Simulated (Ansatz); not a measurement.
Gas-phase electronic energies from Ansatz, PBE0-D4/def2-TZVP geometries. CBS: MP2 limit from def2 TZ/QZ plus the TZ coupled-cluster correction, frozen cores. This one scheme is used for every species. DFT in def2-TZVPP. HSE06 is defined as in plane-wave codes. For Ge outer-core shells are correlated without core-valence functions, which leaves a few kJ/mol of doubt a bond. Scalar relativity is left out up to krypton. Each species was taken in one conformer, which may not be the lowest.

Consider the hydrogenolysis of a Ge–F bond: `C[NH][Ge]([F])([F])[F]` + H₂ → `C[NH][GeH]([F])[F]` + H–F.

`C[NH][Ge]([F])([F])[F]`:

```xyz
10

C    -1.105   -0.887    0.326
N    -0.512    0.440    0.248
Ge    1.168    0.683   -0.284
F     2.233   -0.247    0.674
F     1.588    2.332   -0.151
F     1.558    0.238   -1.893
H    -0.370   -1.594    0.714
H    -1.939   -0.871    1.031
H    -1.468   -1.263   -0.636
H    -1.151    1.169   -0.028
```

H₂:

Cartesian coordinates in Å:
```
H -0.122 0.115 -0.333
H 0.122 -0.115 0.333
```

`C[NH][GeH]([F])[F]`:

```xyz
10

C    -0.508    0.731   -1.110
N     0.619    0.222   -0.346
Ge    0.399   -0.677    1.186
F    -0.598    0.304    2.193
F    -0.570   -2.103    1.007
H    -0.969   -0.020   -1.761
H    -0.192    1.577   -1.724
H    -1.274    1.098   -0.424
H     1.399   -0.072   -0.915
H     1.694   -1.059    1.893
```

H–F:

Cartesian coordinates in Å:
```
F 0.182 -0.335 0.257
H -0.182 0.335 -0.257
```

| level | ΔE (kJ/mol) | difference from CCSD(T)/CBS |
| --- | --- | --- |
| B97M-V | 48.2 | 9.2 |
| HSE06-D4 | 37.6 | -1.4 |
| CAM-B3LYP-D4 | 44.4 | 5.4 |
| ωB97M-V | 44.6 | 5.6 |
| PBE | 38.3 | -0.7 |
| HSE06 | 36.4 | -2.6 |
| HF/def2-SVP | 37.1 | -1.9 |
| CCSD/def2-SVP | 46.6 | 7.6 |
| CCSD/def2-TZVPP | 43.1 | 4.1 |
| MP2/CBS(def2) | 41.1 | 2.1 |
| CCSD(T)/CBS | 39.0 | 0 |

Largest T1 diagnostic among the species: 0.012.

At CCSD(T), def2-SVP lies +9.9 kJ/mol from the extrapolated value and def2-TZVPP +6.2 kJ/mol. Leaving LDA and LC-ωPBE aside and taking each functional with its dispersion term where it has one, the values, not all of them listed here, spread over 14.0 kJ/mol, from PBE0-D4 to r2SCAN-D4. LDA lies −4.7 kJ/mol from PBE without D4.

CCSD(T)/CBS has its own doubt, a few kJ/mol and more with outer-core shells, so smaller differences from it don't rank the levels.
